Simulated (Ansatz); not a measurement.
Mulliken charges of C₂H₂ClIO, SMILES `ClC1(I)CO1` from PBE/def2-TZVPP in Ansatz (PBE0-D4/def2-TZVP geometry).

```tsv
atom	x (Å)	y (Å)	z (Å)	charge (e)
Cl1	-1.372	-1.627	0.188	-0.078
C2	-0.039	-0.565	-0.204	0.155
I3	1.794	-1.609	-0.474	-0.017
C4	-0.034	0.808	0.274	-0.054
O5	-0.306	0.442	-1.091	-0.211
H6	-0.895	1.171	0.826	0.101
H7	0.914	1.312	0.435	0.104
```

Question: By hand: the dipole of these point charges (1 e Å = 4.8032 D).

Answer: Σ q r = (0.142, 0.185, 0.306) e Å, of length 0.385 e Å = 1.85 D.

Question: How does the dipole of the full density compare? (Best estimate.)

Answer: The calculation gave: (0.062, 0.263, 0.271) e Å, 1.84 D; the point charges give 1.01 times that, at 18° from its direction.

Point charges leave out the atoms' own dipoles, such as those of lone pairs, and Mulliken's split depends on the basis, so the close match here is no proof of good charges.
